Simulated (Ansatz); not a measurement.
Mulliken charges of `[OH][GeH]([OH])[CH2]F` from ωB97M-V/def2-TZVPP in Ansatz (PBE0-D4/def2-TZVP geometry).

```json
{"atom": "O1", "x (Å)": "0.306", "y (Å)": "1.611", "z (Å)": "1.085", "charge (e)": "-0.421"}
{"atom": "Ge2", "x (Å)": "0.323", "y (Å)": "-0.078", "z (Å)": "0.532", "charge (e)": "0.545"}
{"atom": "O3", "x (Å)": "-1.132", "y (Å)": "-0.900", "z (Å)": "1.129", "charge (e)": "-0.418"}
{"atom": "C4", "x (Å)": "0.162", "y (Å)": "-0.152", "z (Å)": "-1.425", "charge (e)": "-0.074"}
{"atom": "F5", "x (Å)": "0.554", "y (Å)": "-1.396", "z (Å)": "-1.891", "charge (e)": "-0.228"}
{"atom": "H6", "x (Å)": "-0.564", "y (Å)": "2.012", "z (Å)": "1.011", "charge (e)": "0.168"}
{"atom": "H7", "x (Å)": "1.614", "y (Å)": "-0.679", "z (Å)": "1.103", "charge (e)": "0.014"}
{"atom": "H8", "x (Å)": "-1.099", "y (Å)": "-1.103", "z (Å)": "2.067", "charge (e)": "0.169"}
{"atom": "H9", "x (Å)": "-0.876", "y (Å)": "0.021", "z (Å)": "-1.721", "charge (e)": "0.120"}
{"atom": "H10", "x (Å)": "0.795", "y (Å)": "0.611", "z (Å)": "-1.886", "charge (e)": "0.125"}
```

By hand: the dipole of these point charges (1 e Å = 4.8032 D).

Σ q r = (0.118, 0.206, -0.010) e Å, of length 0.238 e Å = 1.14 D.

How does the dipole of the full density compare? (Best estimate.)

Computed: (-0.126, 0.209, 0.152) e Å, 1.38 D; the point charges give 0.83 times that, at 67° from its direction.

Point charges leave out the atoms' own dipoles, such as those of lone pairs, and Mulliken's split depends on the basis, so the two needn't agree.
